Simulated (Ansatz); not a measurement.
Ideal-gas functions of ClH$_{4}$OSi$_{2}$, SMILES `O[Si]([SiH3])Cl` radical at 298.15 K and 1 bar, from an Ansatz frequency run at PBE0-D4/def2-TZVP.

Molar mass 111.66 g/mol, point group C1 (symmetry number 1), electronic degeneracy 2, moments of inertia 114.149, 236.373, 326.252 u Å². Harmonic wavenumbers (cm⁻¹, unscaled): 97, 106, 163, 182, 280, 384, 495, 510, 541, 798, 852, 907, 930, 932, 2214, 2234, 2241, 3897.

Use S(trans) = R[1.5 ln M + 2.5 ln T − 1.1517]; rotational temperatures θ = 24.2544 K / I; S(rot) = R[ln(√π/σ · √(T³/θAθBθC)) + 1.5]; for each mode x = 1.438777 ν̃/T, S = R[x/(eˣ − 1) − ln(1 − e⁻ˣ)] and H = RT x/(eˣ − 1); 1 cm⁻¹ = 0.0119627 kJ/mol; R = 8.31446 J/(mol·K).

Question: By hand: the entropy, in J/(mol·K).

Answer: Translation 167.7. Rotation: θ = 0.2125, 0.1026, 0.0743 K, giving 115.0. Vibration, mode by mode: 14.70, 13.98, 10.52, 9.66, 6.42, 4.28, 2.81, 2.65, 2.36, 0.87, 0.71, 0.57, 0.52, 0.51, 0.00, 0.00, 0.00, 0.00, in all 70.6. Electronic 5.8. Sum 359.1 J/(mol·K).

Question: By hand: H − E and G − E in kJ/mol, counted from the electronic energy.

Answer: Zero-point energy ½ × 17763 × 0.0119627 = 106.2; thermal vibration 11.5; translation, rotation and pV give 4 RT = 9.9. H − E = 127.6 kJ/mol, and G − E = 127.6 − 298.15 × 359.1/1000 = 20.5 kJ/mol.

Vibration gives 20 % of the entropy, 28.7 J/(mol·K) of it from the modes under 150 cm⁻¹: soft modes count most, and the harmonic formula is weakest for them. The sum counts one conformer and one mirror image; others add a mixing term.
